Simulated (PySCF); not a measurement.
**EPR parameters of C7H6Cl**

Species: C₇H₆Cl (doublet state).
SMILES with atom numbers: `[CH3:1][C@:2]12[CH:3]=[CH:4][C:5]1[CH:6]=[C:7]2[Cl:8]` (hydrogens: H9, H10, H11 on C1; H12 on C3; H13 on C4; H14 on C6)

Structure used (GFN2-xTB), in Å, numbered top down from 1:
```xyz
14
C7H6Cl angstrom
C      1.7485    0.2448   -0.3152
C      0.3111    0.0072    0.0717
C     -0.1317   -1.4089    0.4170
C     -1.1163   -1.4406   -0.5041
C     -0.8914   -0.0550   -0.9009
C     -1.4867    1.0978   -0.2554
C     -0.4823    1.1651    0.6555
Cl    -0.2023    2.1083    2.0385
H      1.8469    1.1935   -0.8383
H      2.0984   -0.5549   -0.9641
H      2.3727    0.2717    0.5769
H      0.2083   -2.0871    1.1761
H     -1.8603   -2.1581   -0.7914
H     -2.4155    1.6158   -0.3883
```

Method used: UKS B3LYP, pcH-1 on C Cl H, non-relativistic, mean-field spin-orbit, GIAO (PySCF 2.14.0). Geometry: GFN2-xTB; no solvent, vibrations or thermal averaging. A GFN2-xTB geometry isn't a minimum of the functional, and hyperfine couplings can be far from their values at a DFT geometry. The SCF solution wasn't tested for stability. ⟨S²⟩ is 0.774 where a pure state has 0.75.

```
g1, g2, g3 : 2.00206, 2.00286, 2.00514
g_iso      : 2.00335
Form of g  : rhombic: the two nearest values differ by 26 % of g3 − g1
⟨S²⟩       : 0.7739 (exact 0.7500)
```

Hyperfine couplings atom by atom, in MHz; T1 to T3 are the principal values of the dipolar part; ρ(0) is the spin density at the nucleus:

```
atom  isotope  a_iso  of which spin–orbit     T1     T2     T3  Mulliken spin population  ρ(0) (bohr⁻³)
  C1      13C    4.9                  0.0   -0.9   -0.8    1.7                      0.01         0.0044
  C2      13C  -25.1                  0.0   -1.9   -0.6    2.4                     -0.05        -0.0224
  C3      13C   30.7                  0.0  -19.9  -18.3   38.2                      0.27         0.0273
  C4      13C  -17.1                  0.0  -21.3    5.8   15.5                     -0.14        -0.0152
  C5      13C  269.9                 -0.1  -58.2  -53.7  111.9                      0.74         0.2402
  C6      13C  -21.0                  0.0  -22.4    8.1   14.3                     -0.16        -0.0186
  C7      13C   51.7                  0.2  -23.8  -21.7   45.5                      0.28         0.0459
 Cl8     35Cl    8.1                  0.0  -11.1   -9.7   20.8                      0.04         0.0185
  H9       1H   -0.8                  0.0   -2.5   -1.6    4.1                      0.00        -0.0002
 H10       1H   -1.0                  0.0   -2.4   -1.6    4.0                      0.00        -0.0002
 H11       1H   -3.2                  0.0   -1.6   -1.3    3.0                      0.00        -0.0007
 H12       1H    0.7                  0.0  -10.8   -1.4   12.2                      0.00         0.0002
 H13       1H    6.1                  0.0   -4.8   -0.9    5.7                      0.00         0.0014
 H14       1H    9.7                  0.0   -4.5   -0.6    5.1                      0.01         0.0022
```

The Mulliken spin populations are largest on C5 (+0.74), C7 (+0.28), C3 (+0.27) and C6 (-0.16). Three atoms exceed +0.15. The positive populations add up to 1.35 and the negative ones to -0.35, together 2S = 1. The angles at C5 add up to 304.5°, so it is pyramidal.

Axes: g3 points within 10° of the C7–Cl8 bond.

Under fast tumbling the dipolar parts average out, and these isotropic splittings remain: 1 × 1H (H14, I = 1/2, 2 lines) with 0.35 mT, 1 × 35Cl (Cl8, I = 3/2, 4 lines) with 0.29 mT, 1 × 1H (H13, I = 1/2, 2 lines) with 0.22 mT and 3 × 1H (H9/H10/H11, I = 1/2, 4 lines) with 0.06 mT.

Class means assume fast exchange of nuclei equivalent by connectivity; if that motion is slow, each nucleus keeps its own coupling.

Main isotope only: 35Cl (natural samples also hold 24 % 37Cl, magnetic too, which adds its own pattern).

The 13C coupling of C5 (269.9 MHz) shows only in satellite lines or after enrichment, since that isotope makes up about 1.07 % of natural carbon.
